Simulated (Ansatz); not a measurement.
`[SiH]N([SiH3])[SiH3]` + H₂S → `[SiH]S` + `[SiH3]N[SiH3]` at 400 K and 1 bar (ligand exchange at the Si–N bond).

Calculated with Ansatz (gas phase, PBE0-D4/def2-TZVP geometries, no zero-point term in ΔE). CBS: def2 TZ/QZ extrapolation, frozen cores.

```tsv
species	CCSD(T)/CBS energy (Eh)	H − E (kJ/mol)	S (J/(mol·K))
`[SiH]N([SiH3])[SiH3]`	-926.15025	204.2	387.8
H₂S	-398.97119	53.4	215.9
`[SiH]S`	-688.02582	61.1	271.5
`[SiH3]N[SiH3]`	-637.09813	203.4	366.7
```

H − E and S are ideal-gas, rigid-rotor, harmonic terms from PBE0-D4/def2-TZVP. 1 Eh = 2625.50 kJ/mol, R = 8.31446 J/(mol·K).

**Question.** By hand: ΔE, ΔH, ΔS and ΔG.

**Answer.** ΔE = (-688.02582) + (-637.09813) − (-926.15025) − (-398.97119) = -0.00251 Eh = -6.6 kJ/mol. Δ(H − E) = 61.1 + 203.4 − 204.2 − 53.4 = 6.9, so ΔH = 0.3 kJ/mol. ΔS = 271.5 + 366.7 − 387.8 − 215.9 = 34.5 J/(mol·K). ΔG = 0.3 − 400 × (34.5)/1000 = -13.5 kJ/mol.

**Question.** By hand: the equilibrium constant, and the temperature at which ΔG would vanish if ΔH and ΔS stayed fixed.

**Answer.** log₁₀ K = −ΔG/(RT ln 10) = 1.8. ΔG = 0 at ΔH/ΔS = 9 K, though so small a ΔH makes that figure unsure.

TΔS isn't small against ΔH here. A doubt of 5 kJ/mol in ΔE shifts log₁₀ K by 0.7 here. Modes under 60 cm⁻¹, often nearly free rotors, make the harmonic entropy too high. These are equilibria of isolated gas molecules and say nothing of rates. Largest T1 diagnostic: 0.016 (customary marks: 0.02 for closed shells, 0.045 for open ones).
